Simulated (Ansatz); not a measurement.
Isomers of Ba₂S₂⁺ (doublet), relaxed with PBE-D4/def2-SVP; total energies from Ansatz at CCSD(T)/def2-TZVPP.

```
isomer                                       description  energy (Eh)
     A  point group C2v; 4 × Ba–S 2.93 Å; 1 × S–S 2.17 Å   -846.04703
     B                  point group D2h; 4 × Ba–S 2.82 Å   -846.07105
```

In the def2 sets Ba takes a core potential; there is no spin–orbit coupling. Correlated methods freeze 10 core orbitals; core or outer-core shells of Ba are correlated, in sets that lack core-valence functions.

The isomers come from a short search, and lower ones may exist.

Problem. Work out the relative energies (1 Eh = 2625.5 kJ/mol) and the Boltzmann populations at 800 K from electronic energies alone (R = 8.314 J/mol/K).

Solution. ΔE: A 63.1, B 0.0 kJ/mol. RT = 6.65 kJ/mol. Factors exp(−ΔE/RT): A 7.57e-05, B 1; sum 1.000. Populations: A 0.0 %, B 100.0 %. Zero-point energy, vibrational entropy and symmetry numbers are left out and can shift these; an error of 4 kJ/mol changes a ratio by a factor of 1.8. Over the other density-functional and correlated levels in def2 sets, the gap between B and A ranges from 60 to 75 kJ/mol.
